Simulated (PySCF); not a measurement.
H2O4P, charge -1, multiplicity 1. Atoms are numbered in the order given.

```xyz
7

O      1.0195     0.8829    -0.8580
P      0.0000     0.0000    -0.1741
O     -1.0195    -0.8829    -0.8580
O      0.8355    -0.9928     0.8999
O     -0.8355     0.9928     0.8999
H      0.3137    -1.8010     0.9711
H     -0.3136     1.8010     0.9711
```
Charge -1, spin multiplicity 1.

Geometry optimised at B3LYP-D3(BJ)/def2-SVPD. The spin state was assumed, not searched. The isomer is the one that the SMILES or the coordinates give; other isomers of the formula were not compared. One conformer was computed; it need not be the lowest.

The numbers are results of PBE0/pcSseg-1 (PySCF), not measurements.

GIAO shieldings, no solvent; atoms alike by connectivity are averaged. δ = σ(ref) − σ: ¹⁷O against H2O (σ = 334.2 ppm); ³¹P against PH3 (σ = 586.6 ppm); ¹H against TMS (σ = 31.56 ppm), references at their B3LYP-D3(BJ)/def2-TZVP geometries, non-relativistic.

```
nucleus   atoms  count  δ (ppm)
-------  ------  -----  -------
¹⁷O      O1, O3      2    149.1
¹⁷O      O4, O5      2    123.2
³¹P          P2      1    281.5
¹H       H6, H7      2     1.54
```
